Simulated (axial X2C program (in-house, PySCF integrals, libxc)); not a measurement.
# Nuclear properties of CoTe

Computed with an in-house all-electron X2C program for linear molecules (integrals from PySCF): two-component X2C with atomic mean-field Coulomb and Gaunt terms, Gaussian nuclei, basis Te dyall-cv3z, Co dyall-cv3z with contracted cores.

R = 2.296 Å (near the PBE0 minimum at charge 0 of the determinant lowest at the starting distance; the state shown can have its own minimum elsewhere).

Input and command:
```json
{"zs": [52, 27], "q": 0, "bas": ["dyall-cv3z", "dyall-cv3z"], "r0": 2.31, "levels": ["PBE0", "HF", "BHandHLYP", "TPSSh", "B3LYP"], "nst": 3}
```
```bash
python soeom.py task.json out
```

Keys: zs atomic numbers; q charge; bas basis sets; r0 starting distance in Å; levels methods; nst determinants followed.

Determinant lowest in the PBE0 search, Ω = 7/2 (⟨Sz⟩ = 1.50, ⟨Lz⟩ = 2.00 at PBE0), spin on the atoms Te 0.30, Co 1.20:

```csv
level,Eeff magnitude (GV/cm),Ws magnitude Te (kHz),A∥/gI Te (MHz),qzz Te (a.u.),A∥/gI Co (MHz),qzz Co (a.u.),μ (D)
PBE0,0.139,0.0458,-22.1,2.78,331,-0.35,4.24
HF,3.97,0.562,17.8,4.56,559,-0.60,3.68
BHandHLYP,0.355,0.112,-30.1,5.75,397,0.00,5.02
TPSSh,0.452,0.0166,-66,2.13,335,-0.46,3.92
B3LYP,0.467,0.00919,-17.5,2.72,314,-0.35,3.70
```

Eeff is the effective electric field on the electron electric dipole moment in this Ω state and Ws the scalar–pseudoscalar constant of the nucleus named (defined with the proton number Z and per Ω); A∥ (defined per Ω) follows by multiplying with gI = μI/(I μN); qzz is the electric field gradient, eQq0 = 234.96 MHz × Q/barn × qzz; μ is positive if the Co end (last atom) is positive. The operators were transformed with the bare-nucleus X2C matrices; with these basis sets, hyperfine constants and field gradients can be off by tens of per cent, and where levels differ in sign neither size nor sign is settled.

(1) With gI(59Co) = 1.3220 (g factors from the IAEA table of nuclear moments by Stone), turn the PBE0 values of the first state into constants in MHz.

Each state is one determinant with collinear spin, which with several unpaired electrons need not be a pure state. Unrestricted Hartree–Fock can overshoot spin polarisation at the nuclei. In the state Ω = 7/2 the sign of Eeff differs between levels (HF, BHandHLYP against PBE0). With several open shells hyperfine constants can be off by a factor of several. Where Eeff spreads by more than a factor of two the levels disagree and none is to be relied on. States lie within half an eV, so the first need not be the ground state. The sign of Ws at Te differs between levels in the first state. Further determinants of the search, some of them spin-mixed, are not shown. Where a field gradient or hyperfine factor spreads by more than a factor of two over the levels, a constant derived from it is not to be relied on.

Answers

(1) A∥(59Co) = 331 × 1.3220 = 438 MHz.
